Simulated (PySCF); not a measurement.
Breaking a bond: HF (cation, charge +1), doublet.

Calculation: PySCF with CCSD(T) on UHF/cc-pVTZ, 1 core orbital frozen.

Task: Relative to R = 1.01 Å, what are the energies at R = 0.76, 0.80, 1.10, 1.65 Å?

Result: 1.952 eV at 0.76 Å, 1.207 eV at 0.80 Å, 0.132 eV at 1.10 Å, 2.031 eV at 1.65 Å.
